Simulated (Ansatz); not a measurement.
H₂O₂Zn, charge +1, doublet, geometry from GFN2-xTB (such geometries of metal compounds can be far from the true shape) (a state made from the parent by changing its charge; the spin is typed, not shown lowest); Ansatz (a quantum-chemistry and plane-wave program) with R2SCAN/6-31G**.

Ansatz was given this input:
Ansatz 0.2 input:
```yaml
crystal:
  periodic: [false, false, false]
  atoms:
    - {symbol: Zn, position_ang: [-0.00002765, 0.18410192, 0.03416767]}
    - {symbol: O, position_ang: [1.25356735, -0.16406762, -1.10029929]}
    - {symbol: H, position_ang: [1.91681448, 0.38180558, -1.56511562]}
    - {symbol: O, position_ang: [-1.25346034, -0.54831822, 0.96808683]}
    - {symbol: H, position_ang: [-1.91684092, -0.20577643, 1.59778506]}
basis:
  gaussian:
    orbitals: 6-31G__.json
hamiltonian:
  xc: r2scan
total_charge: 1
magnetization: {spin_polarized: true, initial_magnetization: 1}
scf: {lower_state_search: light}
```
The basis file holds 6-31G** in the JSON format of the Basis Set Exchange.

Output, abridged:

```
Functional definition: r2SCAN
768 factors; their error is unknown
mean field evaluation 1: about -52482.2853 eV, gradient 1.1e2 eV
mean field evaluation 2: about -52283.7500 eV, gradient 2.2e2 eV
mean field evaluation 4: about -52523.0955 eV, gradient 3.1e1 eV
mean field evaluation 8: about -52526.1825 eV, gradient 1.0e0 eV
mean field evaluation 16: about -52526.1631 eV, gradient 2.4e-5 eV
mean field evaluation 32: about -52525.1758 eV, gradient 1.1e-2 eV
mean field evaluation 64: about -52525.2614 eV, gradient 7.8e-1 eV
mean field -52526.16313931 eV, -1930.3008918577 hartree, gradient 2.3e-5 eV, S^2 0.759542; 11 other end points of the search recorded, 0 dependent functions left out
reference -52526.16315776 eV, -1930.3008925356 hartree; 24, 23 occupied and 52, 53 virtual orbitals, 768 factors
Total energy: -52526.16315776 eV, -1930.3008925356 hartree
```
